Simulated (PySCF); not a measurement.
**Electron correlation in Se⁶⁺ (selenium, charge +6)**

Starting occupation: [Ar] 3d10. Computed with PySCF 2.14 in x2c-TZVPPall-2c with one added diffuse shell each of s, p, d type (7s8p5d1f, 63 functions), with X2C-1e with screened-nucleus spin-orbit coupling, Gaussian nucleus. Frozen: 1s2; 26 electrons correlated.

MP2 pair energies summed by pair of shells (mhartree):

```
       pair  energy  share (%)
3d3/2-3d5/2  -40.85       14.8
3d5/2-3p3/2  -30.98       11.2
3d5/2-3d5/2  -28.91       10.5
3d3/2-3p3/2  -20.90        7.6
3d5/2-3p1/2  -15.84        5.7
2p1/2-2p3/2  -13.78        5.0
3p1/2-3p3/2  -13.39        4.9
3d5/2-3s1/2  -13.19        4.8
3d3/2-3d3/2  -12.07        4.4
3p3/2-3p3/2  -11.67        4.2
2p3/2-2p3/2  -11.31        4.1
3d3/2-3p1/2   -9.96        3.6
3p3/2-3s1/2   -8.96        3.3
3d3/2-3s1/2   -8.71        3.2
2p3/2-3p3/2   -4.97        1.8
3p1/2-3s1/2   -4.52        1.6
2p3/2-3p1/2   -3.35        1.2
2p1/2-3p3/2   -3.15        1.1
3p1/2-3p1/2   -2.55        0.9
2p3/2-2s1/2   -2.46        0.9
2p1/2-2p1/2   -2.46        0.9
3s1/2-3s1/2   -1.70        0.6
2s1/2-3p3/2   -1.39        0.5
2p1/2-2s1/2   -1.24        0.5
2p3/2-3d5/2   -1.09        0.4
2p1/2-3p1/2   -0.95        0.3
2p3/2-3s1/2   -0.92        0.3
2s1/2-3p1/2   -0.74        0.3
2s1/2-3d5/2   -0.65        0.2
2p3/2-3d3/2   -0.58        0.2
```

Total MP2 correlation energy: -275.72 mhartree.

| level | correlation energy (mhartree) |
| --- | --- |
| CCSD | -260.37 |

Diagnostics: T1 = 0.0027, largest double amplitude 0.006.

Question: Is a single reference adequate?

Answer: Yes: T1 lies below 0.03 and no double amplitude reaches 0.07.

This basis was not built for core-valence correlation, so the inner-shell part is incomplete.
